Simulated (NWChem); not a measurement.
**Atomisation of ClCu**

SMILES: [Cl][Cu]
```xyz
2

Cu     0.0000     0.0000    -0.7665
Cl     0.0000     0.0000     1.3076
```
Charge 0, spin multiplicity 1.

Program: NWChem. The geometry was optimised at PBE/def2-SVP, a minimum by its harmonic frequencies.

Basis set: def2-TZVP. The atomisation energy is electronic alone: no zero-point, thermal, spin-orbit or counterpoise terms. No value is extrapolated to the basis-set limit. Free atoms are single determinants with multiplicities Cu 2, Cl 2. Correlated methods freeze the same cores in atoms and molecule, 14 orbitals in all.

The structure started from a generated list of species. No SCF solution was tested for a lower state. Open-shell Hartree-Fock references start from PBE0 orbitals.

### Question
One of these methods gave an atomisation energy of 64.5 kcal/mol. Which?
(A) BHandHLYP
(B) PBE0
(C) HF
(D) MP2

### Answer
C, HF. The others give 126.7 (PBE0), 76.9 (BHandHLYP), 147.9 (MP2).
